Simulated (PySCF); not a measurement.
C4H4O2, SMILES Oc1ccco1.

Geometry: PBE-D3(BJ)/def2-SVP. One conformer was computed; it need not be the lowest.

Method: PySCF 2.14.0 with PBE-D3(BJ)/def2-SVP.

Harmonic, unscaled wavenumbers; measured fundamentals usually lie a few per cent lower.

| mode | ν (cm⁻¹) | IR (km/mol) | moving atoms (share of kinetic energy) |
|---|---|---|---|
| 1 | 260 | 96.7 | H 89 %, C 10 % |
| 2 | 291 | 5.9 | O 51 %, C 38 %, H 11 % |
| 3 | 430 | 8.1 | O 50 %, C 31 %, H 19 % |
| 4 | 594 | 4.6 | C 69 %, H 21 %, O 10 % |
| 5 | 638 | 30.3 | H 55 %, C 38 % |
| 6 | 679 | 8.3 | O 58 %, C 37 % |
| 7 | 680 | 24.0 | C 46 %, H 42 %, O 13 % |
| 8 | 720 | 40.3 | H 70 %, C 29 % |
| 9 | 831 | 0.5 | H 78 %, C 22 % |
| 10 | 870 | 1.0 | C 69 %, O 20 %, H 12 % |
| 11 | 951 | 15.8 | O 40 %, H 34 %, C 26 % |
| 12 | 992 | 25.6 | H 75 %, C 14 %, O 11 % |
| 13 | 1070 | 15.5 | H 45 %, C 39 %, O 16 % |
| 14 | 1123 | 80.0 | H 59 %, C 31 %, O 10 % |
| 15 | 1159 | 66.1 | O 40 %, H 35 %, C 25 % |
| 16 | 1229 | 36.9 | H 61 %, C 31 %, O 8 % |
| 17 | 1312 | 2.6 | C 72 %, H 24 % |
| 18 | 1450 | 18.1 | C 64 %, H 27 %, O 9 % |
| 19 | 1533 | 48.3 | C 87 %, H 11 % |
| 20 | 1622 | 256.2 | C 89 % |
| 21 | 3184 | 4.5 | H 92 %, C 8 % |
| 22 | 3196 | 0.7 | H 91 %, C 9 % |
| 23 | 3227 | 0.2 | H 90 %, C 10 % |
| 24 | 3744 | 103.5 | H 94 % |
